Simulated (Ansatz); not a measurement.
# Which is lower?

Two isomers of AlSiH₃ClF, singlet, relaxed at PBE0-D4/def2-TZVP (vibrations not checked).

A:

F1  (0.316, 0.097, -2.263)
Si2  (-0.116, -0.613, -0.882)
Al3  (0.209, 0.913, 1.019)
Cl4  (-0.323, 0.088, 2.879)
H5  (-1.540, -1.029, -1.019)
H6  (0.702, -1.850, -0.741)
H7  (0.754, 2.395, 1.007)
(Å)

B:

F1  (-0.780, 1.590, 0.308)
Al2  (-0.291, 1.733, -1.571)
Si3  (0.011, -0.060, 0.198)
Cl4  (1.292, -2.931, 0.328)
H5  (1.005, -3.096, 1.565)
H6  (0.938, 0.090, 1.364)
H7  (-1.127, -0.860, 0.754)
(Å)

Computed with Ansatz 0.2.0 (basis: def2-TZVPP); correlated methods freeze the cores. B3LYP uses VWN-RPA correlation.

**Question.** Which structure is lower at CCSD(T), and by how much? (Judge from chemistry; the value comes from the calculation.)

**Answer.** Computed: A, by 2.960 eV (electronic energy, against the other). By their contacts, A is AlSiH₃ClF ([F][SiH2][AlH][Cl]) and B is a complex of AlSiH₂F ([F]1[Al][SiH2]1) + HCl.

All methods give the same order:

| method | E(B) − E(A) (eV) |
| --- | --- |
| PBE-D4 | 2.718 |
| r2SCAN-D4 | 3.104 |
| PBE0-D4 | 2.968 |
| B3LYP-D4 | 2.895 |
| wB97M-V | 2.799 |
| HF | 3.470 |
| MP2 | 3.139 |
| CCSD | 3.022 |
| CCSD(T) | 2.960 |

The T1 diagnostic stays at or below 0.014. The restricted Hartree–Fock reference is unstable towards an unrestricted one at one or more of these structures.

Labels in which every atom is bracketed show which atoms are joined, not bond orders.
